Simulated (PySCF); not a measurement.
hexafluoroethane (C2F6), SMILES FC(F)(C(F)(F)F)F.

Coordinates come from a PBE0-D3(BJ)/def2-SVP optimisation.

Method: M06-2X/def2-TZVP in PySCF.

The molecule is in vacuum.

Estimate the frontier levels, gap, dipole moment and polarisability. (The exact figures need the calculation; the answer reports its results.)


```
Quantity                                                                                                       Result
---------------------------------------------------------------------------------------------  ----------------------
highest occupied level                                                                                      -13.18 eV
lowest empty level                                                                                            3.32 eV
orbital gap                                                                                                  16.50 eV
dipole moment                                                                                               0.000 e·Å
quadrupole, principal values (traceless, Buckingham form, about the centre of nuclear charge)  -0.18, -0.18, 0.36 D·Å
mean static polarisability                                                                       28.0 bohr³ (4.16 Å³)
polarisability, principal values                                                               27.5, 28.3, 28.3 bohr³
```
